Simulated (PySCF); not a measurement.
**Mo³⁸⁺: ionisation energy**

Mo³⁸⁺ [He] 2s2 → Mo³⁹⁺ [He] 2s1 [2s1/2^1, M_J = 1/2], as a difference of total energies. Computed with PySCF 2.14 in an even-tempered Gaussian basis (17 s from 17 bohr⁻², ratio 2.4; 12 p from 23 bohr⁻², ratio 2.4; 5 d from 72 bohr⁻², ratio 2.6; 4 f from 110 bohr⁻², ratio 2.6), with the two-component X2C-1e Hamiltonian. Correlated levels: nothing frozen; the 32 highest virtual spinors dropped. "Screened" scales the spin-orbit matrix elements by Boettger's factors to mimic the two-electron term; Breit and QED terms are absent.

```json
{"method": "GMP2 (spin-free)", "ionisation energy (eV)": "5550.1"}
{"method": "GHF (screened spin-orbit)", "ionisation energy (eV)": "5544.4"}
{"method": "GMP2 (screened spin-orbit)", "ionisation energy (eV)": "5550.3"}
```

Task: How much does correlation contribute at GMP2 (screened spin-orbit)?

Result: 5550.3 − (5544.4) = 5.9 eV, measured against GHF (screened spin-orbit).

For this ion Breit and QED terms and the two-electron picture change, all absent here, outweigh the correlation shift from GHF to GMP2.

For comparison: 5548 ± 5 eV (semi-empirical (NIST evaluation); NIST Atomic Spectra Database, ionization energies).
